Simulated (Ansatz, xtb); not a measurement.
## Relative energy of two isomers of C4H4F3N

Structure I is `C#C[C@@H](N)C(F)(F)F`, a singlet and structure II is `NC#CCC(F)(F)F`, a singlet. Both are isolated molecules in the gas phase, relaxed with B3LYP-D3(BJ)/def2-SVP; the shapes shown needn't be the lowest conformers.

I (Å):

```xyz
12

C    -1.3931    0.0214    1.7818
C    -1.3597    0.5699    0.7049
C    -1.2970    1.2381   -0.5993
C    -0.2931    0.5212   -1.5218
F    -0.2955    1.1092   -2.7346
F    -0.5968   -0.7698   -1.6944
F     0.9575    0.5981   -1.0426
N    -1.0169    2.6551   -0.4561
H    -1.4284   -0.4653    2.7384
H    -2.2751    1.1201   -1.0998
H    -0.1080    2.7890   -0.0128
H    -0.9843    3.1000   -1.3727
```

II (Å):

```xyz
12

C    -1.7069    0.1868    0.6771
C    -1.4231    0.9586   -0.2165
C    -1.0706    1.8807   -1.2872
C     0.4087    1.8948   -1.6450
F     0.6370    2.7735   -2.6401
F     1.1729    2.2585   -0.6041
F     0.8348    0.6935   -2.0634
N    -2.0797   -0.6518    1.6629
H    -1.7353   -0.4234    2.5919
H    -1.9991   -1.6436    1.4544
H    -1.3426    2.9169   -1.0238
H    -1.6182    1.6402   -2.2141
```

**Question.** Which of the two would you expect CCSD(T)/def2-SVP + ΔMP2/def2-TZVPP electronic energies to favour?

**Answer.** Structure II; the calculation gives E(II) − E(I) = −12.5 kJ/mol.

Level by level:

```
                             level               geometry  E(II) − E(I) (kJ/mol)  departure from the last row (kJ/mol)  job, with rough time for the two
                          GFN2-xTB               GFN2-xTB                   −50.7                                 −38.2              optimisation, 0.11 s
                         HF/STO-3G               GFN2-xTB                   −25.4                                 −12.9              single point, 0.46 s
                r2SCAN-D4/def2-SVP               GFN2-xTB                   −34.5                                 −22.0               single point, 6.6 s
             B3LYP-D3(BJ)/def2-SVP  B3LYP-D3(BJ)/def2-SVP                   −32.5                                 −20.0                optimisation, 65 s
                       HF/def2-SVP  B3LYP-D3(BJ)/def2-SVP                   −31.6                                 −19.1           part of the CCSD(T) run
                      MP2/def2-SVP  B3LYP-D3(BJ)/def2-SVP                   −19.0                                  −6.5           part of the CCSD(T) run
                  CCSD(T)/def2-SVP  B3LYP-D3(BJ)/def2-SVP                   −16.3                                  −3.8                      single point
CCSD(T)/def2-SVP + ΔMP2/def2-TZVPP  B3LYP-D3(BJ)/def2-SVP                   −12.5                                                   single point, 2.3 min
```

As drawn, both hold the same kinds of bond in the same numbers.

The levels shown agree on the order. The largest departure from CCSD(T)/def2-SVP + ΔMP2/def2-TZVPP is that of GFN2-xTB, 38.2 kJ/mol. The last row adds to CCSD(T) the change of the MP2 difference between the two basis sets, here +3.8 kJ/mol.

With thermal terms from frequencies at re-optimised GFN2-xTB minima (ideal gas, soft modes damped towards free rotors, one conformer each, 298.15 K, 1 atm): on the last row, ΔE + ΔZPE = −12.9, ΔH = −11.7, ΔG = −15.8 kJ/mol.

The correlated steps freeze 8 core orbitals. Mirror images aren't counted in ΔG. Run with Ansatz 0.2.0, xtb 6.7.1; the last row on 2 threads of Arm Neoverse V2 on a shared host.
